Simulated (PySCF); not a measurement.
Compound: C5H12O2Si.
InChI=1S/C5H12O2Si/c1-4-6-8-7-5(2)3/h4-5H,1,8H2,2-3H3

Theory: PySCF, TDDFT CAM-B3LYP/def2-SVPD, vertical, gas phase, core orbitals frozen in the response. One conformer (not necessarily the lowest) at the PBE0-D3(BJ)/def2-SVP geometry, without solvent, vibrations or thermal averaging. Torsions of this conformer, `[CH2:1]=[CH:2][O:3][SiH2:4][O:5][CH:6]([CH3:7])[CH3:8]`: C1–C2–O3–Si4 -8°, C2–O3–Si4–O5 -175°, O3–Si4–O5–C6 61°, Si4–O5–C6–C7 98°.

```
state  E (eV)  ν̃ (cm⁻¹)       f     main configurations (H = HOMO, L = LUMO)
   S1    6.64      53530   0.030          H→L+1 (56%), H→L (19%), H→L+2 (18%)
   S2    6.82      55010  0.0019          H→L+2 (45%), H→L (27%), H→L+4 (18%)
   S3    7.00      56430   0.320                                  H→L+3 (90%)
   S4    7.27      58660   0.025          H→L+1 (27%), H→L (25%), H→L+2 (24%)
   S5    7.46      60180  0.0004        H→L+5 (45%), H→L+6 (37%), H→L+4 (10%)
   S6    7.95      64120  0.0091     H-1→L (65%), H-1→L+2 (13%), H-1→L+4 (8%)
   S7    8.03      64780  0.0059                     H→L+7 (40%), H→L+8 (35%)
   S8    8.18      65990   0.017  H-1→L+1 (61%), H-3→L+3 (11%), H-1→L+5 (10%)
   S9    8.25      66570  0.0018                 H-3→L+3 (63%), H-1→L+1 (12%)
  S10    8.39      67640  0.0016        H→L+4 (33%), H-2→L (16%), H→L+8 (14%)
```

Triplets (Tamm–Dancoff): T1 4.29 eV, H→L+3 (89%); T2 6.50 eV, H→L+1 (57%), H→L+2 (17%), H→L (16%); T3 6.68 eV, H→L+2 (46%), H→L (24%), H→L+4 (17%); T4 7.18 eV, H→L (27%), H→L+1 (24%), H→L+2 (22%).

The lowest singlet comes at 187 nm (640 kJ/mol) in the vacuum ultraviolet; it is weak; its leading configuration is HOMO→LUMO+1 (56%). The most intense listed level is S3 at 7.00 eV (177 nm, f = 0.320), 0.36 eV above S1. Löwdin shares by element: HOMO carbon 64% or more, oxygen 23% or more; LUMO silicon 24%, carbon 20% or more, oxygen 6% or more (atoms not listed hold the other 51%). Orbital energies (eV): HOMO-3 -10.86, HOMO-2 -10.23, HOMO-1 -9.80, HOMO -8.31, LUMO 1.23, LUMO+1 1.52, LUMO+2 1.56. The oscillator strengths of these states sum to 0.413; summed over the whole spectrum of an exact calculation they would give the number of electrons, 72 (Thomas–Reiche–Kuhn). Weighted by f, the mean energy of these states is 7.08 eV. The vertical ionisation energy (ΔSCF) is 9.19 eV, 0.80 eV above S10. The window holds the lowest 10 singlets.

Hardware: one thread of an Arm Neoverse N1, on a shared host. Cost: 4.5 min wall, 1.3 GiB resident at most.
